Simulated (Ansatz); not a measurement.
C₃H₇, doublet, at a GFN2-xTB geometry. Base run: PBE0/def2-SVP (Ansatz, a quantum-chemistry and plane-wave program).

The Ansatz input:
Ansatz 0.2 input:
```yaml
crystal:
  periodic: [false, false, false]
  atoms:
    - {symbol: C, position_ang: [-0.08073437, 0.51425383, 0.00202403]}
    - {symbol: C, position_ang: [0.04477701, -0.19753283, 1.29093157]}
    - {symbol: C, position_ang: [0.04445320, -0.18802225, -1.29225504]}
    - {symbol: H, position_ang: [-0.46360008, 1.52072873, 0.00525132]}
    - {symbol: H, position_ang: [0.40419944, 0.47041680, 2.07407067]}
    - {symbol: H, position_ang: [0.43018374, 0.47888266, -2.06403124]}
    - {symbol: H, position_ang: [-0.92265236, -0.59238384, 1.63168364]}
    - {symbol: H, position_ang: [0.72527311, -1.04407116, 1.20462375]}
    - {symbol: H, position_ang: [0.70335913, -1.05117986, -1.20587517]}
    - {symbol: H, position_ang: [-0.92773804, -0.55458579, -1.64992641]}
basis:
  gaussian:
    orbitals: def2-SVP
hamiltonian:
  xc: pbe0
magnetization: {spin_polarized: true, initial_magnetization: 1}
```

The base run was repeated with changes; each row names its change, and settings that it needs were set with it.

```
change                                                                 basis functions      E (Eh)
---------------------------------------------------------------------  ---------------  ----------
base                                                                                77  -118.23899
basis = x2c-TZVPall; relativity = spin-free X2C                                    135  -118.41109
basis = cc-pVDZ-DK; relativity = spin-free X2C; nucleus = Gaussian                  77  -118.37212
basis = jorge-DZP-DKH; relativity = spin-free X2C                                   80  -118.37156
basis = x2c-TZVPall; relativity = spin-free X2C; nucleus = Gaussian                135  -118.41108
basis = x2c-TZVPall; relativity = none                                             135  -118.36479
basis = jorge-DZP-DKH; relativity = none                                            80  -118.32585
basis = cc-pVDZ-DK; relativity = none                                               77  -118.32563
basis = cc-pVDZ-DK; relativity = spin-free X2C                                      77  -118.37213
basis = jorge-DZP-DKH; relativity = spin-free X2C; nucleus = Gaussian               80  -118.37155
```

Total energies compare only within one method and basis.

Ansatz warned in this series: the basis is contracted for relativity, which the run leaves out.

Basis sets contracted for a relativistic Hamiltonian are a mismatch without it, so the rows without relativity aren't non-relativistic limits. No row has spin-orbit coupling; sets with core potentials leave out the core electrons.
